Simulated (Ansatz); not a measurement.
Z-matrix (Å, degrees):
```
C
C 1 1.507
H 1 1.092 2 110.2
H 1 1.092 2 110.7 3 119.9
H 1 1.092 2 110.7 3 -119.9
O 2 1.421 1 108.9 3 -179.8
H 2 1.095 1 110.8 3 -59.4
H 2 1.095 1 110.9 3 59.6
B 6 1.361 2 120.6 1 -177.6
O 9 1.366 6 120.7 2 0.1
O 9 1.369 6 119.6 2 -179.9
H 10 0.960 9 111.8 6 179.9
H 11 0.960 9 111.8 6 0.0
```

Charge 0, multiplicity 1.

Task: List the PBE/def2-TZVPP orbital energies in eV (the Gaussian-basis code of Ansatz). (Estimate.)

Result: The calculation gave: Occupied: -510.35, -510.32, -510.31, -270.14, -268.62, -178.12, -26.22, -25.19, -25.02, -18.65, -15.24, -13.92, -13.33, -12.49, -11.59, -10.08, -9.62, -9.42, -8.79, -8.62, -8.60, -7.63, -7.48, -6.71. Lowest empty: -0.06, 0.81, 1.02, 1.22, 1.88, 2.37, 2.45, 2.59.
